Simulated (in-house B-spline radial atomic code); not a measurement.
**The rhenium ion Re²⁺: [Kr] (4d3/2)4 (4d5/2)5 4f14 5s2 5p6 5d5 6s1 (with a hole in an inner shell)**

Computed with an all-electron radial atomic-structure program (B-spline basis): Dirac-Kohn-Sham B3LYP, spherical fractional occupations, Fermi nucleus of rms radius 5.3698 fm.

Z_r = [3n² - l(l+1)]/(2<r>); Z_e = n√(-2ε); the last column is Slater's effective charge. Values are occupation-weighted means over j. An effective charge above Z reflects the relativistic contraction of the inner shells.

| shell | electrons | ε (eV) | <r> (bohr) | Z_r | Z_e | Slater |
| --- | --- | --- | --- | --- | --- | --- |
| 1s | 2 | -71693 | 0.01804 | 83.15 | 72.59 | 74.70 |
| 2s | 2 | -12484 | 0.07558 | 79.39 | 60.58 | 70.85 |
| 2p | 6 | -10984 | 0.06785 | 73.69 | 56.83 | 70.85 |
| 3s | 2 | -2929.3 | 0.1968 | 68.59 | 44.02 | 63.75 |
| 3p | 6 | -2479.1 | 0.1968 | 63.51 | 40.50 | 63.75 |
| 3d | 10 | -1929.3 | 0.1792 | 58.60 | 35.72 | 53.85 |
| 4s | 2 | -643.59 | 0.4396 | 54.60 | 27.51 | 47.25 |
| 4p | 6 | -493.27 | 0.4658 | 49.38 | 24.08 | 47.25 |
| 4d | 9 | -294.33 | 0.4969 | 42.27 | 18.60 | 36.20 |
| 5s | 2 | -113.51 | 1.021 | 36.73 | 14.44 | 18.20 |
| 4f | 14 | -77.156 | 0.5631 | 31.97 | 9.53 | 25.45 |
| 5p | 6 | -73.602 | 1.174 | 31.10 | 11.63 | 18.20 |
| 5d | 5 | -25.438 | 1.671 | 20.65 | 6.84 | 6.60 |
| 6s | 1 | -21.819 | 2.629 | 20.54 | 7.60 | 4.95 |

The least bound orbital is 6s1/2 at -21.82 eV, and it is also the most diffuse (<r> = 2.629 bohr). The part-filled 4d shell lies below the filled 5p shell in orbital energy.

For the 1s electron the small component carries 8.02 % of the norm, the zero-frequency Breit interaction raises the level by 254.6 eV, self-energy by 159.8 eV, and vacuum polarisation lowers it by 30.68 eV.

Caution: exact exchange at fractional occupations of open shells leaves self-interaction of up to several eV.
